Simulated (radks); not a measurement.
Initial-state core-level shifts of the gold ion Au3+ when its valence configuration changes from [Xe] 4f14 5d8. Calculated with a radial shooting solver on a logarithmic mesh with Libxc functionals: scalar-relativistic Kohn-Sham, r2SCAN, spin-polarised, spherical densities, finite nucleus; open shells are filled with parallel spins first (spin-orbit coupling, left out, can overturn this in heavy ions); meta-GGA in the generalised Kohn-Sham scheme; Fermi nuclear charge, rms radius 5.4371 fm. Shifts are changes of the shell-averaged eigenvalues in eV (positive: less bound); the change of the density at the nucleus, which sets a Mossbauer isomer shift, is in e/bohr^3, on a base of 2.301e+06.

valence,1s,4s,4d,5p,density at nucleus
4f14 5d6 6s2,-8.927,-9.002,-9.001,-7.518,+558.8
4f14 5d7 6p1,-5.969,-6.001,-5.996,-5.289,+20.8
4f13 5d8 6p1,-19.190,-19.921,-18.760,-9.028,+164.2
4f14 5d7 6s1,-4.354,-4.404,-4.404,-3.722,+281.2
4f13.5 5d8.5,-6.461,-6.838,-6.269,-1.799,+70.8
4f12 5d8 6s2,-36.071,-37.357,-34.985,-15.175,+888.2
4f12 5d6 6s2 6p2,-49.025,-50.224,-47.812,-25.935,+1005.8
4f13 5d7 6s2,-22.313,-23.074,-21.910,-11.401,+720.8
4f12 5d9 6p1,-32.785,-34.057,-31.689,-12.686,+313.7
